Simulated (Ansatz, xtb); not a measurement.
C2H2Te: which of two isomers lies lower

Structure X is `C1=C[Te]1`, a singlet and structure Y is `C#C[TeH]`, a singlet. Both are isolated molecules in the gas phase, relaxed with BLYP-D3(BJ)/def2-SVP.

X (Å):

```xyz
5

C    -3.2900   -0.4863   -1.0239
C    -3.1847   -0.3164    0.2499
Te   -2.4780    1.5919   -0.7156
H    -3.5631   -1.1255   -1.8686
H    -3.3042   -0.7077    1.2644
```

Y (Å):

```xyz
5

C    -3.9751   -1.2586   -0.9824
C    -3.4712   -0.2659   -0.4666
Te   -2.7880    1.4688    0.4136
H    -4.4013   -2.1402   -1.4381
H    -1.1680    0.9817    0.3584
```

Energies in hartree; the thermal terms are from BLYP-D3(BJ)/def2-SVP harmonic frequencies (ideal gas, rigid rotor, one conformer each, 600 K, 1 atm) and include the zero-point energy:

```
                                X           Y
E, CCSD(T)/def2-TZVPP  −344.620955  −344.628757
    zero-point energy     0.026897     0.023589
         H(600 K) − E     0.039722     0.037535
         G(600 K) − E    −0.034710    −0.040500
```

**Question.** Work out ΔE, ΔE₀, ΔH and ΔG for X → Y in kJ/mol (1 Eh = 2625.50 kJ/mol) and the equilibrium ratio [Y]/[X].

**Answer.** 1. ΔE = −344.628757 − (−344.620955) = −0.007802 Eh = −20.48 kJ/mol.
2. ΔE₀ = ΔE + ΔZPE = −0.007802 + (−0.003308) Eh = −29.17 kJ/mol.
3. ΔH = ΔE + (−0.002187) Eh = −26.23 kJ/mol.
4. ΔG = ΔE + (−0.005790) Eh = −35.69 kJ/mol, so ΔS = (ΔH − ΔG)/T = +15.8 J/(mol K).
5. kT = 1.9001 mEh, so K = [Y]/[X] = exp(−ΔG/kT) = exp(+7.15) ≈ 1.3 × 10^3.

Structure Y is favoured at this temperature. An error of 4 kJ/mol in ΔG would change K by a factor of 2.2. r2SCAN-D4/def2-SVP found them nearly level. Mirror images and further conformers aren't counted.

As drawn, Y has 1 C≡C, 1 Te–H in place of 1 C=C, 1 C–Te, 1 C–H. Structure X has a 3-membered ring, Y no ring.

Other levels gave ΔE = −51.7 (GFN2-xTB); −85.5 (HF/STO-3G, GFN2-xTB geometries); −1.8 (r2SCAN-D4/def2-SVP, GFN2-xTB geometries); −4.7 (BLYP-D3(BJ)/def2-SVP); −44.4 (HF/def2-TZVPP); −11.9 (MP2/def2-TZVPP) kJ/mol. The correlated steps freeze 6 core orbitals; the filled d shell of Te is correlated, in a basis made for valence electrons. Atoms past krypton carry core potentials in the def2 sets, without spin–orbit terms. Programs: Ansatz 0.2.0, xtb 6.7.1.
